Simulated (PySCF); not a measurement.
This PySCF input asks for the NMR shieldings of `C(C)(=O)[C@@H]1[SiH2][SiH2][SiH2]C1=O`, C₄H₁₀O₂Si₃; the geometry comes from GFN2-xTB.

```python
import basis_set_exchange as bse
import numpy as np
from pyscf import gto, dft
from pyscf.prop import nmr

atoms = """
C     2.425529   -0.699284   -0.874531
C     1.006372   -0.241561   -0.692692
O     0.115138   -0.578362   -1.465867
C     0.706681    0.609894    0.451262
Si   -0.238008   -0.608106    1.680304
Si   -2.160908   -0.889382    0.382722
Si   -1.811181    0.982317   -0.956477
C    -0.309233    1.645847    0.067173
O    -0.233249    2.783661    0.471256
H     2.810273   -1.104876    0.058815
H     3.043130    0.154709   -1.150521
H     2.483200   -1.448970   -1.659636
H     1.588430    1.040329    0.924408
H     0.758974   -1.666653    1.916130
H    -0.244117    0.149493    2.937205
H    -3.342231   -0.894245    1.265967
H    -2.194179   -2.221472   -0.232653
H    -2.826756    2.032018   -0.734744
H    -1.587669    0.963894   -2.395583
"""
names = dict.fromkeys(["C", "O", "Si", "H"], "pcSseg-1")
basis = {el: gto.basis.parse(bse.get_basis(n, elements=[el], fmt="nwchem")) for el, n in names.items()}
mol = gto.M(atom=atoms, basis=basis, charge=0, verbose=0)
mf = dft.RKS(mol, xc="PBE0")
mf.grids.level = 2
mf.grids.alignment = dft.numint.BLKSIZE   # the property module wants whole blocks of grid points
mf.conv_tol = 1e-9
mf.kernel()

calc = nmr.RKS(mf)   # GIAO
C = mf.mo_coeff
Co = C[:, mf.mo_occ > 0]
resp = mf.gen_response(singlet=True, hermi=2)
def vind(x):   # induced exchange potential for any number of trial vectors
    d = np.einsum("pi,xij,qj->xpq", C, 2 * x.reshape(-1, C.shape[1], Co.shape[1]), Co, optimize=True)
    return np.einsum("xpq,pi,qj->xij", resp(d - d.transpose(0, 2, 1)), C, Co, optimize=True).ravel()
mo1, _ = nmr.rhf.solve_mo1(calc, with_cphf=vind)
sigma = calc.kernel(mo1)
for i, s in enumerate(sigma):   # ppm
    print("%2d %-2s %9.2f" % (i, mol.atom_pure_symbol(i), np.trace(s) / 3))
```

Question: Give the expected output.

Answer: 
```
 0 C     153.94
 1 C     -31.07
 2 O    -259.42
 3 C     117.55
 4 Si    403.24
 5 Si    475.04
 6 Si    447.71
 7 C     -57.12
 8 O    -517.02
 9 H      29.18
10 H      29.39
11 H      29.66
12 H      27.63
13 H      27.59
14 H      27.62
15 H      28.12
16 H      28.05
17 H      27.95
18 H      27.04
```

These numbers come from an equivalent density-fitted implementation of the same equations, which agrees with the script to about 0.01 ppm for H and up to a few tenths of a ppm for heavy atoms, so last digits may differ.

Question: Turn these shieldings into chemical shifts. Chemical shifts δ = σref − σ; TMS for ¹³C (186.93 ppm) and ²⁹Si (349.16 ppm) and ¹H (31.72 ppm); ¹⁷O (336.08 ppm) against H2O, all at this level.

Answer: Averaging equivalent atoms: C 7: 244.0; C 1: 218.0; C 3: 69.4; C 0: 33.0; O 8: 853.1; O 2: 595.5; Si 4: -54.1; Si 6: -98.6; Si 5: -125.9; H 18: 4.67; H 13: 4.13; H 14: 4.09; H 12: 4.08; H 17: 3.76; H 16: 3.67; H 15: 3.60; H 9/10/11: 2.31 ppm. Unscaled 17O shifts of doubly bonded oxygen tend to come out too high, by tens of ppm or more. Experimental scales use liquid or dissolved standards, which lie at an offset from isolated H2O (liquid H2O: subtract about 36 ppm).

Size and cost of the density-fitted run: 224 basis functions, 64 s wall time on 1 thread of an Arm Neoverse V1, shared host; peak memory 0.99 GiB.
